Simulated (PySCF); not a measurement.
BaF, SMILES [F][Ba+], charge +1.

Geometry optimised at PBE0-D3(BJ)/def2-TZVPD. The multiplicity is an assumed one; other spin states were not compared. The def2 effective core potentials stand for the cores of Ba; spin–orbit coupling is left out.

Method: PySCF with PBE/def2-TZVPD.

Computed frontier levels, gap, dipole moment and polarisability:
```json
{
 "highest_occupied_level": "-12.57 eV",
 "lowest_empty_level": "-6.65 eV",
 "orbital_gap": "5.92 eV",
 "dipole_moment_about_the_centre_of_nuclear_charge": "1.290 e·Å",
 "mean_static_polarisability": "22.1 bohr³ (3.27 Å³)",
 "polarisability_principal_values": "17.0, 17.0, 32.1 bohr³"
}
```
